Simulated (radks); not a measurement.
The table gives one normalised radial function P(r) = r R(r) of P in [Ne] 3s2 3p3 (r in bohr). Method: scalar-relativistic Kohn-Sham, LDA (Slater exchange, Perdew-Wang correlation), spin-polarised, spherical densities, finite nucleus; open shells are filled with parallel spins first; Fermi nuclear charge, rms radius 3.1889 fm; computed with a radial shooting solver on a logarithmic mesh with Libxc functionals.

| r | P |
|---|---|
| 0.004296 | 0.0020 |
| 0.006257 | 0.0042 |
| 0.009113 | 0.0085 |
| 0.01327 | 0.0174 |
| 0.01933 | 0.0352 |
| 0.02815 | 0.0696 |
| 0.04101 | 0.1342 |
| 0.05972 | 0.2485 |
| 0.08698 | 0.4353 |
| 0.1267 | 0.7058 |
| 0.1845 | 1.0299 |
| 0.2687 | 1.3037 |
| 0.3914 | 1.3682 |
| 0.57 | 1.1264 |
| 0.8302 | 0.6744 |
| 1.209 | 0.2629 |
| 1.761 | 0.0570 |
| 2.545 | 0.0058 |
| 3.706 | 0.0002 |
| 5.398 | 0.0000 |
| 7.861 | 0.0000 |

Which n and l does it have? It may be an empty orbital.

Answer. n = 2, l = 1: the number of nodes gives n - l - 1 = 0, the rise at small r (about r^(l+1)) gives l, and the extent must fit the shell. The curve is that of 2p down; the table hardly tells the two spins apart. 2p down: eigenvalue -123.80 eV, 0 radial nodes, <r> = 0.486 bohr, 90 % of the charge inside 0.813 bohr.
